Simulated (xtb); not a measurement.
Input for xtb: GFN-FF on OSi (SMILES [O+]#[Si-]).

```
$ xtb mol.xyz --gfnff --sp --chrg 0 --uhf 0
2

Si     0.00000000    -0.00000000    -0.75657293
O     -0.00000000     0.00000000     0.75657293
```

Program output:

```
[...]
           -------------------------------------------------
          |                Calculation Setup                |
           -------------------------------------------------



          ==================== Thresholds ====================
          CN  :   150.00000
          rep :   500.00000
          disp:  2500.00000
          HB1 :   250.00000
          HB2 :   450.00000

          Pauling EN used:
          Z : 8  EN :  3.44
          Z :14  EN :  1.90
          electric field strengths (au): 0.000

           -------------------------------------------------
          |           Force Field Initialization            |
           -------------------------------------------------

          distances ...
          ----------------------------------------
          generating topology and atomic info file ...
          pair mat ...
          computing topology distances matrix with Floyd-Warshall algo ...
          making topology EEQ charges ...
          #fragments for EEQ constrain: 1
          ----------------------------------------
          generating topology and atomic info file ...
          pair mat ...
          computing topology distances matrix with Floyd-Warshall algo ...
          making topology EEQ charges ...
          #fragments for EEQ constrain: 1
          rings ...
          # BATM   0
          # H in HB   0
          doing iterative Hueckel for 1 subsystem(s) ...

  atom   neighbors  erfCN metchar sp-hybrid imet pi  qest     coordinates
    1  Si      1    0.98   0.00         1    0    0   0.353    0.000000   -0.000000   -1.429716
    2  O       1    0.98   0.00         1    0    0  -0.353   -0.000000    0.000000    1.429716

          #atoms :   2
          #bonds :   1
          #angl  :   0
          #tors  :   0
          #nmol  :   1
          #optfrag :   1
           -------------------------------------------------
          |                   G F N - F F                   |
          |          A general generic force-field          |
          |                  Version 1.0.3                  |
           -------------------------------------------------
          Number of HB bonds (bound hydrogen)     0
          Number of HB bonds (unbound hydrogen)   0
          Number of XB bonds                      0

 E+G (total)                   0 d,  0 h,  0 min,  0.000 sec
 distance/D3 list               ...        0 min,  0.000 sec (  1.063%)
 non bonded repulsion           ...        0 min,  0.000 sec ( 15.732%)
 dCN                            ...        0 min,  0.000 sec (  2.155%)
 EEQ energy and q               ...        0 min,  0.000 sec ( 18.731%)
 D3                             ...        0 min,  0.000 sec ( 23.346%)
 EEQ gradient                   ...        0 min,  0.000 sec (  5.250%)
 bonds                          ...        0 min,  0.000 sec (  7.235%)
 bend and torsion               ...        0 min,  0.000 sec (  0.855%)
 bonded ATM                     ...        0 min,  0.000 sec (  0.684%)
 HB/XB (incl list setup)        ...        0 min,  0.000 sec ( 14.259%)

         :::::::::::::::::::::::::::::::::::::::::::::::::::::
         ::                     SUMMARY                     ::
         :::::::::::::::::::::::::::::::::::::::::::::::::::::
         :: total energy              -0.231611834047 Eh    ::
         :: gradient norm              0.010421624616 Eh/a0 ::
         ::.................................................::
         :: bond energy               -0.184742950193 Eh    ::
         :: angle energy               0.000000000000 Eh    ::
         :: torsion energy             0.000000000000 Eh    ::
         :: repulsion energy           0.021655803710 Eh    ::
Note: The following floating-point exceptions are signalling: IEEE_UNDERFLOW_FLAG IEEE_DENORMAL
normal termination of xtb
         :: electrostat energy        -0.068172699723 Eh    ::
         :: dispersion energy         -0.000351987842 Eh    ::
         :: HB energy                  0.000000000000 Eh    ::
         :: XB energy                  0.000000000000 Eh    ::
         :: bonded atm energy          0.000000000000 Eh    ::
         :: external energy            0.000000000000 Eh    ::
         :: add. restraining           0.000000000000 Eh    ::
         :: total charge               0.000000000000 e     ::
         :::::::::::::::::::::::::::::::::::::::::::::::::::::

           -------------------------------------------------
          |                Property Printout                |
           -------------------------------------------------

molecular dipole:
                 x           y           z       tot (Debye)
 q only:        0.000       0.000      -1.275       3.242

           -------------------------------------------------
          | TOTAL ENERGY               -0.231611834047 Eh   |
          | GRADIENT NORM               0.010421624616 Eh/α |
           -------------------------------------------------
########################################################################
[WARNING] Runtime exception occurred
-1- gfnff_setup: Could not read topology file.
########################################################################

------------------------------------------------------------------------
------------------------------------------------------------------------
 total:
 SCF:
```

The run finished.

Cost: about 0.020 core-seconds (a rough figure).
